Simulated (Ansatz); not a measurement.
Consider the ligand exchange at the In–C bond: `F[CH2][InH2]` + `C=N` → `C=[N][InH2]` + `CF`.

Program: Ansatz. Geometries: PBE0-D4/def2-TZVP. ΔE: electronic, gas phase. CCSD(T)/CBS adds triple-zeta CCSD(T) − MP2 to the extrapolated MP2 energy (def2 sets, frozen cores). This one scheme is used for every species. Functionals use def2-TZVPP. B3LYP here is the variant with VWN-RPA as its local correlation; programs differ in this. HSE06 is defined as in plane-wave codes. Elements past krypton have def2 core potentials. For In outer-core shells are correlated without core-valence functions, which leaves a few kJ/mol of doubt a bond.

```tsv
level	ΔE (kJ/mol)	difference from CCSD(T)/CBS
LDA (SPW92)	-26.7	11.2
PBE-D4	-30.6	7.3
revPBE-D4	-32.4	5.5
BLYP-D4	-35.4	2.5
B97M-V	-37.8	0.1
PBE0-D4	-31.7	6.2
B3LYP-D4	-35.7	2.2
r2SCANh-D4	-34.9	3.0
r2SCAN0-D4	-34.8	3.1
HSE06-D4	-31.9	6.0
BHLYP-D4	-38.2	-0.3
CAM-B3LYP-D4	-34.1	3.8
ωB97M-V	-30.9	7.0
B2PLYP	-37.9	0.0
PBE-QIDH	-36.4	1.5
PBE	-29.5	8.4
revPBE	-29.8	8.1
BLYP	-33.2	4.7
r2SCAN	-34.8	3.1
PBE0	-30.8	7.1
r2SCANh	-34.6	3.3
r2SCAN0	-34.5	3.4
HSE06	-31.0	6.9
BHLYP	-36.6	1.3
CAM-B3LYP	-33.1	4.8
LC-ωPBE	-29.1	8.8
RPA@PBE/def2-TZVPP	-35.3	2.6
CCSD/def2-SVP	-35.7	2.2
CCSD(T)/def2-SVP	-36.9	1.0
HF/def2-TZVPP	-42.8	-4.9
MP2/def2-TZVPP	-41.1	-3.2
SCS-MP2/def2-TZVPP	-40.6	-2.7
CCSD/def2-TZVPP	-34.2	3.7
CCSD(T)/def2-TZVPP	-35.4	2.5
HF/def2-QZVPP	-43.4	-5.5
MP2/def2-QZVPP	-42.7	-4.8
SCS-MP2/def2-QZVPP	-42.0	-4.1
HF/CBS(def2)	-43.5	-5.6
MP2/CBS(def2)	-43.6	-5.7
CCSD/CBS(def2)	-36.7	1.2
CCSD(T)/CBS	-37.9	0
```

Largest T1 diagnostic among the species: 0.015.

From BLYP to BHLYP (50 % exact exchange), in def2-TZVPP and without D4, ΔE moves by −3.4 kJ/mol. Leaving LDA and LC-ωPBE aside and taking each functional with its dispersion term where it has one, the values spread over 7.5 kJ/mol, from BHLYP-D4 to PBE-D4.
